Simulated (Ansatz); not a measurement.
Two isomers of CH7BSSi: A = `CB[SiH2]S`, B = `C[SiH2]BS`.

Computed with Ansatz on PBE0-D4/def2-TZVP structures; ΔE is electronic, products minus reactants. CCSD(T)/CBS is the MP2 limit (def2-TZVPP, def2-QZVPP) plus CCSD(T) − MP2 in def2-TZVPP, frozen cores. DFT in def2-TZVPP. B3LYP here is the variant with VWN-RPA as its local correlation; programs differ in this. Each species was taken in one conformer, which may not be the lowest.

A:

```xyz
11

C     0.820    1.418    0.760
B     0.709    0.581   -0.537
Si   -0.522   -0.999   -0.767
S    -1.652   -1.256    1.042
H     1.144    2.450    0.610
H     1.648    0.924    1.301
H    -0.041    1.382    1.430
H     1.437    0.829   -1.460
H     0.250   -2.238   -1.074
H    -1.440   -0.771   -1.922
H    -2.354   -2.319    0.617
```

B:

```xyz
11

C     1.019   -0.790   -1.227
Si    0.051   -0.584    0.370
B    -1.273    0.922    0.270
S    -1.336    2.248    1.430
H     1.590    0.113   -1.455
H     1.719   -1.625   -1.151
H     0.345   -0.985   -2.063
H     0.994   -0.353    1.506
H    -0.687   -1.849    0.666
H    -2.102    1.008   -0.588
H    -0.321    1.895    2.242
```

**Question.** Which is lower in electronic energy at CCSD(T)/CBS, and by how much? (An estimate is asked.)

**Answer.** The calculation gave: B, by 40.5 kJ/mol.

**Question.** Give E(B) − E(A) in kJ/mol with BLYP-D4, MP2/def2-TZVPP, LDA (SPW92), HF/def2-TZVPP, PBE0-D4, CCSD(T)/def2-TZVPP, B3LYP-D4. (Best estimate.)

**Answer.** Computed: BLYP-D4 -42.3, MP2/def2-TZVPP -43.8, LDA (SPW92) -47.0, HF/def2-TZVPP -29.1, PBE0-D4 -40.2, CCSD(T)/def2-TZVPP -43.9, B3LYP-D4 -39.7. None reverses the order clearly.

**Question.** Does the order hold for the free energy at 298.15 K (harmonic terms from PBE0-D4)? (An estimate is asked.)

**Answer.** Computed: Yes: G(B) − G(A) = -34.6 kJ/mol, for one conformer each. Modes under 60 cm⁻¹, often nearly free rotors, make the harmonic entropy too high.

Largest T1 diagnostic: 0.014.

From PBE to PBE0 (25 % exact exchange), in def2-TZVPP and without D4, E(B) − E(A) moves by +3.8 kJ/mol. At CCSD(T), def2-SVP lies −13.3 kJ/mol from the extrapolated value and def2-TZVPP −3.4 kJ/mol.
